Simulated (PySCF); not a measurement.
Input file for PySCF: R-M06-2X/6-31G* on C3H9B (SMILES BC(C)C), a point of a torsion scan.

```python
from pyscf import gto, scf, dft, mp
from pyscf.data.elements import chemcore

mol = gto.M(
    atom='''
    B    -0.35520651    1.61516521    0.25086642
    C     0.08284099    0.10659853    0.38899264
    C     0.99488783   -0.20426511    1.57961598
    C    -1.11760871   -0.85461850    0.38753500
    H    -1.05357290    1.92323085   -0.63518700
    H     0.03801060    2.43396214    0.98619980
    H     0.65450219   -0.11879226   -0.52472525
    H     1.31632861   -1.24516338    1.56312420
    H     0.47039068   -0.02701312    2.51623245
    H     1.87970259    0.42732152    1.55991937
    H    -1.72892261   -0.69328642    1.27320284
    H    -0.77980650   -1.88978012    0.39211018
    H    -1.73939322   -0.69711163   -0.49016824
    ''',
    basis='6-31g*',
    cart=True,
    charge=0, spin=0, verbose=3, max_memory=1800)
mf = dft.RKS(mol, xc='m062x')
mf.conv_tol = 1e-8
mf.max_cycle = 100
mf.kernel()
if not mf.converged:
    mf = mf.newton().run(mf.mo_coeff, mf.mo_occ)
```

It printed:

```
converged SCF energy = -144.474590456614
```

The calculation finished and met its thresholds.

Cost: about 26 core-seconds (a rough figure).
